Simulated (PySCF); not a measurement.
**Al+: excitation energy**

Al+ [Ne] 3s2 (1S) → Al+ [Ne] 3p2 (3P), as a difference of total energies. All numbers are calculated (PySCF 2.14, no relativity, point nucleus, in aug-cc-pwCVDZ). Correlated levels: valence and next inner shell: 1s2 frozen. The calculations carry no spin-orbit coupling.

```csv
method,excitation energy (cm⁻¹)
UHF,86198
MP2 (valence and next inner shell),92574
SCS-MP2 (valence and next inner shell),94039
CCSD (valence and next inner shell),94085
CCSD(T) (valence and next inner shell),94252
```

Errors of the correlated levels include the incompleteness of this basis and the frozen core.

For comparison: 94208 cm⁻¹ (measured; NIST levels, between the centres of gravity of the two terms).
